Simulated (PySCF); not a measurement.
aluminum atom (Al), doublet; BLYP/6-31G in PySCF.

Input for PySCF:
```python
from pyscf import gto, scf, dft

mol = gto.M(
    atom='''
Al    0.000000    0.000000    0.000000
''',
    basis='6-31g',
    charge=0,
    spin=1,
    verbose=4,
)

mf = dft.UKS(mol)
mf.xc = 'blyp'
mf.kernel()
```

Predict the main parts of the log of this PySCF run.


```
PySCF version 2.14.0

[INPUT] verbose = 4
[INPUT] num. atoms = 1
[INPUT] num. electrons = 13
[INPUT] charge = 0
[INPUT] spin (= nelec alpha-beta = 2S) = 1
[INPUT] symmetry False subgroup None
[INPUT] Mole.unit = angstrom
[INPUT] Symbol           X                Y                Z      unit          X                Y                Z       unit  Magmom
[INPUT]  1 Al     0.000000000000   0.000000000000   0.000000000000 AA    0.000000000000   0.000000000000   0.000000000000 Bohr   0.0

nuclear repulsion = 0
number of shells = 7
number of NR pGTOs = 46
number of NR cGTOs = 13
basis = 6-31g
ecp = {}

******** <class 'pyscf.dft.uks.UKS'> ********
method = UKS
initial guess = minao
damping factor = 0
level_shift factor = 0
DIIS = <class 'pyscf.scf.diis.CDIIS'>
diis_start_cycle = 1
diis_space = 8
diis_damp = 0
SCF conv_tol = 1e-09
SCF conv_tol_grad = None
SCF max_cycles = 50
direct_scf = True
direct_scf_tol = 1e-13
number electrons alpha = 7  beta = 6
XC library pyscf.dft.libxc version 7.1.2
    S. Lehtola, C. Steigemann, M. J. T. Oliveira, and M. A. L. Marques,  SoftwareX 7, 1–5 (2018)
XC functionals = blyp
    A. D. Becke,  Phys. Rev. A 38, 3098 (1988)
    C. Lee, W. Yang, and R. G. Parr,  Phys. Rev. B 37, 785 (1988)
    B. Miehlich, A. Savin, H. Stoll, and H. Preuss,  Chem. Phys. Lett. 157, 200 (1989)
radial grids:
    Treutler-Ahlrichs [JCP 102, 346 (1995); DOI:10.1063/1.469408] (M4) radial grids

becke partition: Becke, JCP 88, 2547 (1988); DOI:10.1063/1.454033
pruning grids: <function nwchem_prune>
grids dens level: 3
symmetrized grids: False
atomic radii adjust function: <function treutler_atomic_radii_adjust>
small_rho_cutoff = 0
Set gradient conv threshold to 3.16228e-05
tot grids = 19184
init E= -242.332240900802

cycle= 1 E= -242.349788946009  delta_E= -0.0175  |g|= 0.0302  |ddm|= 0.633
cycle= 2 E= -242.350500997717  delta_E= -0.000712  |g|= 0.0114  |ddm|= 0.147
cycle= 3 E= -242.350649639562  delta_E= -0.000149  |g|= 0.000313  |ddm|= 0.0478
cycle= 4 E= -242.350649848754  delta_E= -2.09e-07  |g|= 3.57e-05  |ddm|= 0.00189
cycle= 5 E= -242.350649851239  delta_E= -2.49e-09  |g|= 7e-07  |ddm|= 0.00022
cycle= 6 E= -242.350649851243  delta_E= -3.84e-12  |g|= 1.12e-07  |ddm|= 1.3e-05
Extra cycle  E= -242.350649851246  delta_E= -2.44e-12  |g|= 1.12e-07  |ddm|= 1.18e-05
converged SCF energy = -242.350649851246  <S^2> = 0.75000463  2S+1 = 2.0000046
```
